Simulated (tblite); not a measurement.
A geometry optimisation, step by step.

Species: C3H5FSe (charge +1 and doublet state).
Atom-mapped SMILES: `[F:1][CH:2]1[CH2:3][Se+:4][CH2:5]1` (hydrogens: H6 on C2; H7, H8 on C3; H9, H10 on C5)

Computed with GFN2-xTB (tblite), gas phase: L-BFGS steps from a force-field or distance-geometry start until the largest atomic force falls under 0.01 eV/Å. 14 of its 62 geometries are shown.

Step 0: E = -444.6236 eV, largest atomic force 2.515 eV/Å
```
atom  x, y, z in Å  |  force x, y, z in eV/Å
F1      0.270    1.423    1.175   -0.583  -0.786  -0.269
C2      0.000    0.133    0.741    0.617  -1.963   0.694
C3     -1.065    0.014   -0.299   -2.345   0.890  -0.178
Se4     0.122    1.077   -1.445   -0.095  -0.433  -0.881
C5      1.022   -0.229   -0.319    1.924  -0.252   0.223
H6     -0.049   -0.585    1.581   -0.050   0.649   0.100
H7     -1.241   -1.026   -0.674    0.211   0.905   0.369
H8     -2.031    0.481   -0.069   -0.020   0.003  -0.096
H9      0.935   -1.284   -0.697    0.183   1.031   0.361
H10     2.047    0.001   -0.015    0.158  -0.043  -0.322
```

Step 5: E = -445.0686 eV, largest atomic force 0.419 eV/Å
```
atom  x, y, z in Å  |  force x, y, z in eV/Å
F1      0.205    1.328    1.156   -0.066   0.292   0.293
C2      0.009    0.041    0.733    0.064   0.055   0.138
C3     -1.123    0.070   -0.289   -0.180  -0.095  -0.035
Se4     0.111    0.996   -1.517    0.013  -0.227  -0.107
C5      1.097   -0.216   -0.305    0.055  -0.120   0.022
H6     -0.059   -0.576    1.633   -0.053  -0.149  -0.138
H7     -1.257   -0.948   -0.657   -0.326   0.041  -0.080
H8     -2.091    0.525   -0.054    0.306   0.106   0.050
H9      0.986   -1.232   -0.687    0.369   0.007  -0.034
H10     2.131    0.016   -0.035   -0.183   0.090  -0.110
```

Step 9: E = -445.1558 eV, largest atomic force 0.337 eV/Å
```
atom  x, y, z in Å  |  force x, y, z in eV/Å
F1      0.152    1.325    1.218    0.073  -0.318  -0.086
C2      0.006    0.040    0.750    0.055  -0.154  -0.217
C3     -1.132    0.075   -0.281    0.066  -0.032  -0.073
Se4     0.107    0.882   -1.580   -0.016   0.097  -0.017
C5      1.115   -0.212   -0.295   -0.050   0.013   0.001
H6     -0.079   -0.621    1.623    0.032   0.047  -0.187
H7     -1.371   -0.914   -0.673   -0.112  -0.085   0.196
H8     -2.054    0.598   -0.024    0.152   0.173   0.007
H9      1.119   -1.232   -0.694   -0.041   0.010   0.285
H10     2.147    0.063   -0.067   -0.161   0.249   0.092
```

Step 14: E = -445.2525 eV, largest atomic force 0.354 eV/Å
```
atom  x, y, z in Å  |  force x, y, z in eV/Å
F1      0.122    1.218    1.268    0.120   0.199  -0.051
C2      0.002   -0.019    0.700   -0.024  -0.011   0.148
C3     -1.143    0.069   -0.307   -0.065   0.102   0.018
Se4     0.094    0.759   -1.674   -0.036  -0.141   0.004
C5      1.136   -0.199   -0.309    0.036   0.031  -0.059
H6     -0.091   -0.704    1.540    0.035  -0.352  -0.009
H7     -1.575   -0.892   -0.604    0.075   0.152   0.088
H8     -1.923    0.767    0.011   -0.064  -0.059  -0.182
H9      1.288   -1.244   -0.585   -0.026   0.018  -0.027
H10     2.100    0.250   -0.063   -0.052   0.061   0.070
```

Step 19: E = -445.2773 eV, largest atomic force 0.203 eV/Å
```
atom  x, y, z in Å  |  force x, y, z in eV/Å
F1      0.138    1.200    1.282    0.053  -0.126   0.150
C2      0.003   -0.034    0.706   -0.080   0.035  -0.050
C3     -1.147    0.087   -0.301   -0.038   0.005   0.006
Se4     0.082    0.683   -1.709    0.011  -0.052   0.002
C5      1.141   -0.193   -0.306   -0.024   0.018  -0.048
H6     -0.085   -0.785    1.499    0.019   0.144  -0.027
H7     -1.628   -0.857   -0.564    0.049   0.011   0.038
H8     -1.908    0.819   -0.019    0.013  -0.023  -0.059
H9      1.342   -1.235   -0.559    0.037   0.021  -0.012
H10     2.072    0.319   -0.051   -0.041  -0.032  -0.001
```

Step 23: E = -445.2870 eV, largest atomic force 0.131 eV/Å
```
atom  x, y, z in Å  |  force x, y, z in eV/Å
F1      0.150    1.143    1.345   -0.010   0.023   0.045
C2     -0.004   -0.045    0.695    0.048  -0.012   0.044
C3     -1.157    0.103   -0.303    0.097   0.031  -0.070
Se4     0.071    0.587   -1.756   -0.038   0.003  -0.034
C5      1.142   -0.186   -0.311   -0.038   0.036  -0.045
H6     -0.083   -0.822    1.456   -0.078  -0.068   0.080
H7     -1.690   -0.823   -0.520    0.015  -0.038   0.010
H8     -1.880    0.880   -0.047    0.004   0.017  -0.004
H9      1.425   -1.216   -0.531   -0.020  -0.007   0.014
H10     2.035    0.384   -0.050    0.019   0.015  -0.040
```

Step 28: E = -445.2901 eV, largest atomic force 0.062 eV/Å
```
atom  x, y, z in Å  |  force x, y, z in eV/Å
F1      0.151    1.125    1.372   -0.008  -0.006   0.008
C2     -0.002   -0.051    0.698   -0.043   0.016   0.005
C3     -1.150    0.109   -0.307   -0.055  -0.005   0.029
Se4     0.062    0.558   -1.776    0.031  -0.021   0.034
C5      1.140   -0.180   -0.315    0.029  -0.003  -0.001
H6     -0.099   -0.840    1.451   -0.003   0.008  -0.041
H7     -1.699   -0.813   -0.505    0.025   0.003  -0.002
H8     -1.865    0.898   -0.059    0.029  -0.004   0.003
H9      1.443   -1.208   -0.520   -0.016  -0.012  -0.002
H10     2.026    0.406   -0.063    0.011   0.024  -0.032
```

Step 33: E = -445.2912 eV, largest atomic force 0.026 eV/Å
```
atom  x, y, z in Å  |  force x, y, z in eV/Å
F1      0.148    1.101    1.401   -0.013  -0.005  -0.007
C2     -0.004   -0.056    0.697    0.007  -0.003  -0.007
C3     -1.153    0.115   -0.306    0.026  -0.002  -0.001
Se4     0.059    0.510   -1.793   -0.009   0.002  -0.005
C5      1.144   -0.176   -0.314   -0.015   0.003   0.005
H6     -0.108   -0.864    1.427    0.013  -0.002  -0.002
H7     -1.723   -0.798   -0.486   -0.007   0.020  -0.002
H8     -1.842    0.928   -0.068    0.003  -0.012   0.004
H9      1.474   -1.199   -0.502    0.001   0.013   0.019
H10     2.013    0.443   -0.078   -0.006  -0.016  -0.004
```

Step 38: E = -445.2919 eV, largest atomic force 0.048 eV/Å
```
atom  x, y, z in Å  |  force x, y, z in eV/Å
F1      0.137    1.051    1.448    0.010  -0.005  -0.006
C2     -0.006   -0.071    0.690    0.005  -0.006   0.020
C3     -1.152    0.127   -0.309   -0.046  -0.013  -0.003
Se4     0.048    0.417   -1.828   -0.007  -0.016   0.030
C5      1.147   -0.166   -0.316    0.035  -0.010  -0.010
H6     -0.110   -0.913    1.382   -0.003   0.010   0.013
H7     -1.783   -0.753   -0.452    0.007   0.015  -0.016
H8     -1.796    0.981   -0.081    0.039  -0.007  -0.016
H9      1.542   -1.174   -0.458   -0.014   0.029  -0.021
H10     1.983    0.505   -0.099   -0.026   0.002   0.009
```

Step 42: E = -445.2949 eV, largest atomic force 0.188 eV/Å
```
atom  x, y, z in Å  |  force x, y, z in eV/Å
F1      0.117    0.938    1.549    0.004  -0.073  -0.096
C2     -0.011   -0.099    0.679    0.044  -0.044  -0.021
C3     -1.156    0.146   -0.313    0.095   0.019  -0.026
Se4     0.023    0.215   -1.880   -0.014  -0.060   0.178
C5      1.155   -0.145   -0.321   -0.033   0.031   0.066
H6     -0.113   -1.009    1.280   -0.037   0.025   0.059
H7     -1.897   -0.651   -0.383   -0.008   0.005  -0.010
H8     -1.681    1.085   -0.119    0.007   0.035  -0.044
H9      1.668   -1.110   -0.365    0.001   0.093  -0.105
H10     1.903    0.636   -0.149   -0.058  -0.032  -0.001
```

Step 47: E = -445.3081 eV, largest atomic force 0.205 eV/Å
```
atom  x, y, z in Å  |  force x, y, z in eV/Å
F1      0.110    0.826    1.620   -0.022   0.074  -0.012
C2     -0.015   -0.133    0.673    0.073  -0.094   0.072
C3     -1.151    0.157   -0.309   -0.123   0.070  -0.149
Se4    -0.006    0.020   -1.885    0.056   0.018   0.065
C5      1.153   -0.126   -0.319    0.084  -0.005  -0.001
H6     -0.117   -1.082    1.210   -0.065  -0.067   0.032
H7     -1.990   -0.543   -0.333    0.023   0.013   0.077
H8     -1.558    1.166   -0.179    0.034  -0.022   0.008
H9      1.777   -1.023   -0.318    0.019   0.042  -0.051
H10     1.808    0.742   -0.184   -0.079  -0.029  -0.040
```

Step 52: E = -445.3145 eV, largest atomic force 0.057 eV/Å
```
atom  x, y, z in Å  |  force x, y, z in eV/Å
F1      0.095    0.767    1.652   -0.009  -0.017  -0.026
C2     -0.018   -0.161    0.674   -0.006   0.001  -0.003
C3     -1.150    0.162   -0.313    0.034  -0.007   0.002
Se4    -0.014   -0.088   -1.878    0.010   0.014  -0.018
C5      1.153   -0.119   -0.316   -0.018  -0.041   0.002
H6     -0.131   -1.133    1.171   -0.020  -0.002   0.018
H7     -2.041   -0.467   -0.293    0.016  -0.008   0.030
H8     -1.463    1.204   -0.212   -0.033   0.046  -0.002
H9      1.844   -0.962   -0.293    0.039  -0.002  -0.004
H10     1.733    0.802   -0.216   -0.011   0.016  -0.001
```

Step 56: E = -445.3153 eV, largest atomic force 0.016 eV/Å
```
atom  x, y, z in Å  |  force x, y, z in eV/Å
F1      0.098    0.768    1.649    0.005   0.006  -0.003
C2     -0.019   -0.162    0.673    0.005  -0.002   0.004
C3     -1.148    0.164   -0.313   -0.009   0.005   0.004
Se4    -0.011   -0.081   -1.880   -0.013  -0.001   0.006
C5      1.153   -0.124   -0.316    0.009  -0.007  -0.006
H6     -0.137   -1.131    1.175   -0.010   0.002  -0.008
H7     -2.035   -0.471   -0.286    0.010   0.001  -0.012
H8     -1.471    1.205   -0.213    0.001  -0.007   0.007
H9      1.849   -0.964   -0.297    0.008   0.002   0.008
H10     1.730    0.800   -0.214   -0.006   0.000   0.000
```

Step 61: E = -445.3154 eV, largest atomic force 0.010 eV/Å
```
atom  x, y, z in Å  |  force x, y, z in eV/Å
F1      0.099    0.767    1.649    0.006  -0.003  -0.001
C2     -0.019   -0.163    0.674   -0.001   0.002  -0.005
C3     -1.148    0.165   -0.313    0.003   0.002   0.000
Se4    -0.013   -0.084   -1.879    0.009  -0.003  -0.001
C5      1.153   -0.125   -0.316   -0.006   0.003  -0.001
H6     -0.140   -1.132    1.173   -0.001  -0.002   0.005
H7     -2.035   -0.469   -0.287   -0.004  -0.003  -0.002
H8     -1.469    1.206   -0.212   -0.004   0.003   0.005
H9      1.854   -0.962   -0.295   -0.001   0.000   0.002
H10     1.726    0.802   -0.215   -0.001   0.001  -0.003
```

Q: Summarise the path.

A: The energy falls by 66.75 kJ/mol from step 0 to step 61; nine tenths of that is first reached at step 14. It rises by more than 0.2 meV at steps 41 and 44. The largest force goes from 2.515 to 0.010 eV/Å. Among the bonds C2–C3 changes most, from 1.493 to 1.534 Å; the atoms move by 0.818 Å rms after alignment.

Q: Follow the three bonds and two angles with the largest change from start to end.

A: 
| step | E above end (kJ/mol) | largest force (eV/Å) | C2–C3 (Å) | F1–C2 (Å) | C5–H9 (Å) | C3–C2–C5 (°) | C3–Se4–C5 (°) |
| --- | --- | --- | --- | --- | --- | --- | --- |
| 0 | 66.75 | 2.515 | 1.493 | 1.387 | 1.124 | 88.6 | 65.0 |
| 3 | 28.18 | 0.549 | 1.537 | 1.385 | 1.078 | 94.2 | 68.4 |
| 5 | 23.81 | 0.419 | 1.525 | 1.370 | 1.091 | 94.4 | 69.1 |
| 8 | 17.07 | 0.422 | 1.529 | 1.372 | 1.101 | 94.4 | 70.2 |
| 11 | 12.02 | 0.438 | 1.540 | 1.377 | 1.085 | 95.7 | 70.4 |
| 13 | 7.22 | 0.465 | 1.530 | 1.369 | 1.088 | 97.2 | 71.0 |
| 16 | 4.90 | 0.227 | 1.529 | 1.368 | 1.095 | 97.2 | 71.8 |
| 19 | 3.68 | 0.203 | 1.533 | 1.368 | 1.091 | 97.6 | 71.9 |
| 21 | 3.16 | 0.184 | 1.531 | 1.365 | 1.090 | 98.2 | 72.0 |
| 24 | 2.66 | 0.090 | 1.534 | 1.365 | 1.093 | 98.2 | 72.6 |
| 27 | 2.49 | 0.063 | 1.535 | 1.364 | 1.091 | 97.7 | 72.3 |
| 29 | 2.41 | 0.072 | 1.533 | 1.364 | 1.091 | 97.7 | 72.2 |
| 32 | 2.35 | 0.033 | 1.534 | 1.363 | 1.092 | 97.9 | 72.4 |
| 34 | 2.33 | 0.025 | 1.534 | 1.363 | 1.091 | 97.9 | 72.5 |
| 37 | 2.29 | 0.054 | 1.534 | 1.362 | 1.092 | 98.1 | 72.6 |
| 40 | 2.20 | 0.165 | 1.532 | 1.360 | 1.094 | 98.5 | 72.7 |
| 42 | 1.98 | 0.188 | 1.534 | 1.359 | 1.094 | 98.7 | 72.9 |
| 45 | 1.37 | 0.150 | 1.539 | 1.357 | 1.094 | 98.6 | 73.1 |
| 48 | 0.56 | 0.201 | 1.532 | 1.353 | 1.094 | 98.5 | 72.8 |
| 50 | 0.24 | 0.085 | 1.537 | 1.353 | 1.091 | 98.2 | 73.1 |
| 53 | 0.04 | 0.045 | 1.535 | 1.353 | 1.090 | 98.1 | 72.9 |
| 56 | 0.01 | 0.016 | 1.534 | 1.353 | 1.091 | 98.2 | 72.9 |
| 58 | 0.00 | 0.014 | 1.534 | 1.353 | 1.091 | 98.2 | 73.0 |
| 61 | 0.00 | 0.010 | 1.534 | 1.353 | 1.091 | 98.2 | 73.0 |

What follows is the cost of the whole relaxation. On one thread, Arm Neoverse V2 (aarch64), no GPU, shared host with 96 logical CPUs at a one-minute load of 20, this took 0.18 s wall.
